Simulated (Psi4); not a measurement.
C₃H₅Cl (SMILES C/C=C\Cl), singlet, geometry from GFN2-xTB. Base run: CCSD(T)/cc-pVDZ (Psi4).

Here is a job for Psi4.
```
memory 2 GB

molecule {
0 1
  C    -1.43514805   -0.10531200   -1.23870727
  C    -0.01085145   -0.53681733   -1.19108333
  C     0.82938153   -0.34896751   -0.18808779
  Cl    0.40441537    0.45174229    1.28001392
  H    -1.72270725    0.39114933   -0.31663186
  H    -2.08063123   -0.96896010   -1.39473541
  H    -1.58907687    0.57755541   -2.07350670
  H     0.36209203   -1.05154601   -2.06622427
  H     1.85496996   -0.68123636   -0.20186811
}

set basis cc-pvdz
set freeze_core true

energy('ccsd(t)')
print_variables()
```

Each row names what was changed in the base input (with any setting that the change needs).

```
change                ΔE vs base (kcal/mol)  MP2 correlation (Eh)  basis functions  core-seconds (rough)
--------------------  ---------------------  --------------------  ---------------  --------------------
base                                  0.000              -0.54716               85                    60
method = mp3                            [?]              -0.54696               85                     5
method = ccsd                         11.76              -0.54716               85                    40
method = mp2                          41.05              -0.54696               85                     3
method = dlpno-mp2                    41.11              -0.54687               85                     5
method = qcisd(t)                    -0.186              -0.54716               85                    40
method = fno-ccsd(t)                  0.000              -0.54716               85                    30
method = mp4                            [?]              -0.54716               85                    30
```

Question: Fill in the missing entries.

Answer: 
- method = mp3, ΔE vs base (kcal/mol): 15.30
- method = mp4, ΔE vs base (kcal/mol): 0.87
